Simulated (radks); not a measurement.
Values are calculated unless marked as measured or tabulated.
Excited configurations of B2+: one electron is placed in a higher orbital outside [He]. The ground configuration is [He] 2s1. Level of theory: non-relativistic Kohn-Sham, PBE, spin-polarised, spherical densities, point nucleus; open shells are filled with parallel spins first (a radial shooting solver on a logarithmic mesh with Libxc functionals). Excitation = E - E(ground); binding = E(ion) - E, where the ion is the core of charge +3; n* = 3/sqrt(2 binding) in atomic units, and the quantum defect is n - n*.

outer orbital  excitation (eV)  binding (eV)  quantum defect  eigenvalue (eV)
2p                       6.048        32.244           0.051          -26.131
3d                      24.482        13.810           0.022          -11.305
5s                      32.574         5.718           0.372           -5.011
5p                      32.865         5.427           0.250           -4.735
5d                      33.053         5.239           0.165           -4.530
5f                      33.124         5.168           0.132           -4.392
6p                      34.502         3.790           0.316           -3.331
6f                      34.642         3.650           0.208           -3.158
7s                      35.392         2.900           0.502           -2.569
7p                      35.494         2.798           0.384           -2.474
7d                      35.557         2.735           0.308           -2.408

The Delta-SCF ionisation energy is 38.292 eV (NIST Atomic Spectra Database: 37.931 eV, measured). Self-interaction in the functional shifts the binding energies and quantum defects, so they are the method's values and not measured ones.
